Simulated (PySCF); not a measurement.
V⁺: ionisation energy

V⁺ [Ar] 3d4 (5D) → V²⁺ [Ar] 3d3 (4F), as a difference of total energies. Calculation: PySCF 2.14, in aug-cc-pwCVTZ (10s9p7d4f3g, 127 functions); no relativity, point nucleus. Correlated levels: valence: [Ar] frozen; valence and next inner shell: [Ne] frozen; nothing frozen. The calculations carry no spin-orbit coupling.

Problem. Order these methods by the ionisation energy they give, lowest first.
A. PW91
B. SCS-MP2 (valence)
C. M06-2X
D. UHF

Solution. D (13.271 eV), B (13.532 eV), C (14.782 eV), A (15.493 eV).

A first-order spin-orbit estimate (lowest level to lowest level, LS coupling) adds -0.019 eV.

These non-relativistic numbers lack the scalar-relativistic shift.

Errors of the correlated levels include the incompleteness of this basis and the frozen core.

For comparison: 14.634 ± 0.007 eV (measured; NIST Atomic Spectra Database, ionization energies).
